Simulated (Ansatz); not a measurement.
```yaml
crystal:
  periodic: [false, false, false]
  atoms:
    - {symbol: C, position_ang: [-0.903817, 0.161889, 1.445270]}
    - {symbol: C, position_ang: [0.057256, 0.643172, 0.384667]}
    - {symbol: O, position_ang: [0.224848, 0.213765, -0.453379]}
    - {symbol: Al, position_ang: [0.498714, -0.567452, -2.156236]}
    - {symbol: F, position_ang: [-0.643911, -0.369786, -3.835852]}
    - {symbol: H, position_ang: [-0.481103, 0.312692, 2.288424]}
    - {symbol: H, position_ang: [-1.771393, 0.150309, 1.290861]}
    - {symbol: H, position_ang: [-0.766281, -1.103750, 1.387514]}
    - {symbol: H, position_ang: [0.980653, 0.441304, 0.458550]}
    - {symbol: H, position_ang: [0.014191, 1.773144, 0.486560]}
    - {symbol: H, position_ang: [1.854376, -1.436579, -2.209574]}
basis:
  gaussian: {orbitals: cc-pVTZ-DK}
total_charge: -1
magnetization: {spin_polarized: true, initial_magnetization: 2}
hamiltonian: {xc: {name: B97M-V}}
accuracy: high
output: {forces: true}
```

```sh
$ ansatz run in.yaml --threads 4 --pin off --events-out ev --progress --plain --max-ram 10444MiB
```

Shortened log:

```
Error: a molecule whose nuclei and cores have a total charge of 48 cannot have a net charge of -1 together with 2 unpaired electrons
```

In this input the number of unpaired electrons doesn't fit the electron count. The input was rejected before any iteration.
